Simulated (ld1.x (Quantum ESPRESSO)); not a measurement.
**aluminium PAW: all-electron and pseudo phase curves**

| Quantity | Value |
| --- | --- |
| Element | Al (Z = 13) |
| Generator | ld1.x (Quantum ESPRESSO) 7.5 |
| Type | PAW |
| Functional | LDA (PZ) |
| Relativity | non-relativistic |
| Frozen core | [Ne] |
| Valence charge | 3 |
| Reference configuration | 3s1 3p0 (charge +2) |
| Partial waves | 3s (bound): rcut 1.95, rcutus 2.10 bohr; 3s channel at 1.1 Ry: rcut 1.95, rcutus 2.10 bohr; 3p (bound, empty): rcut 2.05, rcutus 2.50 bohr; 3p channel at 3.2 Ry: rcut 2.05, rcutus 2.50 bohr; 3d channel at 0.3 Ry: rcut 1.70, rcutus 1.95 bohr; 3d channel at 2.3 Ry: rcut 1.70, rcutus 1.95 bohr |
| Local potential | all-electron potential smoothed inside 1.60 bohr (lloc = -1) |
| Core correction | Bessel-smoothed model core inside 1.30 bohr |
| Augmentation charge | PSQ, inside the norm-conserving radii |

The phase is arctan(r·u′/u) with u = r·R(r), unwrapped; energies in Ry, scanned from -4 to 5 Ry. A pole is an energy at which the radial function vanishes at the test radius. The pseudo phase is shifted by a multiple of π to meet the all-electron one at the reference energy, and phase errors are pseudo minus all-electron; the curves can meet again beyond the range given. Levels narrower than the energy grid can be missing from the lists of poles.

```json
{"channel": "s", "radius (bohr)": "2.69", "reference energy (Ry)": "-1.76", "poles, all-electron": "-0.81", "poles, pseudo": "-0.81", "unbroken range about the reference energy with phases within 0.05 rad": "the whole range", "phase error 1 Ry above the reference energy (rad)": "-0.000"}
{"channel": "p", "radius (bohr)": "2.69", "reference energy (Ry)": "-1.28", "poles, all-electron": "-0.05", "poles, pseudo": "-0.06", "unbroken range about the reference energy with phases within 0.05 rad": "the whole range", "phase error 1 Ry above the reference energy (rad)": "-0.002"}
{"channel": "d", "radius (bohr)": "2.69", "reference energy (Ry)": "0.30", "poles, all-electron": "0.74", "poles, pseudo": "0.74", "unbroken range about the reference energy with phases within 0.05 rad": "the whole range", "phase error 1 Ry above the reference energy (rad)": "+0.000"}
```

Phases in the p channel:

```json
{"E (Ry)": "-4.00", "all-electron": "1.324", "pseudo": "1.323"}
{"E (Ry)": "-3.52", "all-electron": "1.292", "pseudo": "1.291"}
{"E (Ry)": "-3.04", "all-electron": "1.244", "pseudo": "1.243"}
{"E (Ry)": "-2.56", "all-electron": "1.161", "pseudo": "1.160"}
{"E (Ry)": "-2.08", "all-electron": "0.978", "pseudo": "0.976"}
{"E (Ry)": "-1.60", "all-electron": "0.343", "pseudo": "0.341"}
{"E (Ry)": "-1.12", "all-electron": "-0.974", "pseudo": "-0.975"}
{"E (Ry)": "-0.64", "all-electron": "-1.396", "pseudo": "-1.397"}
{"E (Ry)": "-0.16", "all-electron": "-1.547", "pseudo": "-1.548"}
{"E (Ry)": "0.32", "all-electron": "-1.635", "pseudo": "-1.638"}
{"E (Ry)": "0.80", "all-electron": "-1.710", "pseudo": "-1.712"}
{"E (Ry)": "1.28", "all-electron": "-1.793", "pseudo": "-1.797"}
{"E (Ry)": "1.76", "all-electron": "-1.922", "pseudo": "-1.927"}
{"E (Ry)": "2.24", "all-electron": "-2.206", "pseudo": "-2.215"}
{"E (Ry)": "2.72", "all-electron": "-3.106", "pseudo": "-3.113"}
{"E (Ry)": "3.20", "all-electron": "-4.086", "pseudo": "-4.086"}
{"E (Ry)": "3.68", "all-electron": "-4.396", "pseudo": "-4.397"}
{"E (Ry)": "4.16", "all-electron": "-4.523", "pseudo": "-4.526"}
{"E (Ry)": "4.64", "all-electron": "-4.593", "pseudo": "-4.598"}
```
